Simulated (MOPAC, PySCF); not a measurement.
C₂H₆GeO, SMILES `C[C](=O)[GeH3]`, neutral singlet in the gas phase. 

Cartesian coordinates (Å):
```xyz
10

C     -1.5009    -0.1316     0.1317
C     -0.2956     0.7080    -0.2163
O     -0.3752     1.8653    -0.5758
Ge     1.5371    -0.1749    -0.0438
H     -1.5434    -1.0055    -0.5382
H     -1.3963    -0.5286     1.1543
H     -2.4239     0.4566     0.0450
H      2.5783     0.7322    -0.7302
H      1.5385    -1.5865    -0.6856
H      1.8814    -0.3350     1.4590
```
Charge 0, multiplicity 1.

All levels are single points at this geometry (PBE-D3(BJ)/def2-TZVP); Pople sets use spherical d functions. Orbital energies aren't observables, and empty levels follow the basis.

```csv
level,HOMO (eV),LUMO (eV),gap (eV),dipole (D),"vertical IE, Delta-SCF (eV)"
PBE-D3(BJ)/def2-TZVP in PySCF,-5.55,-2.28,3.27,2.32,–
B3LYP/3-21G in PySCF,-6.18,-0.83,5.35,2.22,–
B3LYP/6-31G* in PySCF,-6.42,-1.00,5.42,2.34,8.88
B3LYP/LANL2DZ in PySCF,-6.60,-1.27,5.33,2.72,–
BP86/6-31G* in PySCF,-5.36,-2.02,3.35,2.23,–
PBE/6-31G* in PySCF,-5.24,-1.92,3.32,2.21,8.69
SVWN5/6-31G* in PySCF,-5.37,-2.11,3.26,2.30,8.88
HF/6-31G* in PySCF,-10.17,3.37,13.54,2.81,7.95
HF/STO-3G in PySCF,-7.52,7.96,15.49,1.79,–
AM1 in MOPAC,-9.74,0.05,9.79,2.42,–
PM3 in MOPAC,-9.82,-0.59,9.22,2.28,–
PM6 in MOPAC,-9.64,0.14,9.78,3.03,–
PM7 in MOPAC,-9.45,-0.47,8.98,2.83,–
```
